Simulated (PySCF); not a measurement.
**Mayer bond orders and bond lengths**

Compound: C₉H₂₀.
SMILES with atom numbers: `[CH3:1][CH2:2][C@@H:3]([CH3:4])[C@H:5]([CH3:6])[CH:7]([CH3:8])[CH3:9]` (hydrogens: H10, H11, H12 on C1; H13, H14 on C2; H15 on C3; H16, H17, H18 on C4; H19 on C5; H20, H21, H22 on C6; H23 on C7; H24, H25, H26 on C8; H27, H28, H29 on C9)

Cartesian coordinates in Å at the PBE0-D3(BJ)/def2-SVP level; atoms count from 1:
```xyz
29
C9H20 angstrom
C      2.4362   -0.1699    1.4635
C      2.1831   -0.0603   -0.0318
C      0.7850    0.4309   -0.4266
C      0.6811    0.5359   -1.9451
C     -0.3593   -0.3925    0.2075
C     -0.2839   -1.8704   -0.1723
C     -1.7607    0.1947   -0.0706
C     -1.8491    1.6851    0.2468
C     -2.8491   -0.5534    0.6969
H      1.8361   -0.9666    1.9298
H      3.4933   -0.3956    1.6714
H      2.1905    0.7724    1.9804
H      2.3886   -1.0313   -0.5163
H      2.9149    0.6401   -0.4701
H      0.7005    1.4524   -0.0155
H      0.7662   -0.4526   -2.4245
H      1.4919    1.1633   -2.3472
H     -0.2711    0.9815   -2.2696
H     -0.2194   -0.3238    1.3030
H      0.7280   -2.2763   -0.0286
H     -0.9611   -2.4824    0.4393
H     -0.5583   -2.0306   -1.2276
H     -1.9712    0.0649   -1.1489
H     -2.8803    2.0485    0.1175
H     -1.5579    1.8824    1.2926
H     -1.2043    2.2971   -0.4001
H     -2.6628   -0.5094    1.7837
H     -3.8365   -0.1027    0.5124
H     -2.9154   -1.6126    0.4113
```

Bond orders from the PBE0/pcSseg-1 density (PySCF). One conformer (not necessarily the lowest) at the PBE0-D3(BJ)/def2-SVP geometry, without solvent, vibrations or thermal averaging.

(1) Where do the orders between heavy atoms depart from those drawn in the SMILES?

(2) Set the Mayer orders of the bonds between heavy atoms beside their lengths.

Answers

(1) The largest departure is 0.062, at C1–C2 (drawn single, 1.062).

(2) 
| bond | drawn as | length (Å) | Mayer order |
| --- | --- | --- | --- |
| C1–C2 | single | 1.521 | 1.062 |
| C2–C3 | single | 1.534 | 1.026 |
| C3–C4 | single | 1.526 | 1.034 |
| C3–C5 | single | 1.546 | 1.009 |
| C5–C6 | single | 1.528 | 1.028 |
| C5–C7 | single | 1.545 | 0.969 |
| C7–C8 | single | 1.526 | 1.040 |
| C7–C9 | single | 1.527 | 1.048 |

By pair of heavy elements: C–C: lowest C5–C7 (0.969, 1.545 Å), highest C1–C2 (1.062, 1.521 Å).

Task: And the bonds to hydrogen?

Result: C–H: 0.93 to 0.97 (20 bonds).

Task: Sum the orders of all bonds at each heavy atom with more than one neighbour and set the sums beside the valence in the SMILES.

Result: C1 3.949 (drawn 4), C2 3.982 (drawn 4), C3 3.999 (drawn 4), C4 3.917 (drawn 4), C5 3.935 (drawn 4), C6 3.909 (drawn 4), C7 3.986 (drawn 4), C8 3.922 (drawn 4), C9 3.936 (drawn 4). Orders between atoms that aren't bonded are not in these sums.

For a closed shell the Mayer order of atoms A and B is Σ (PS)μν (PS)νμ over the basis functions μ on A and ν on B, with P the density and S the overlap matrix.
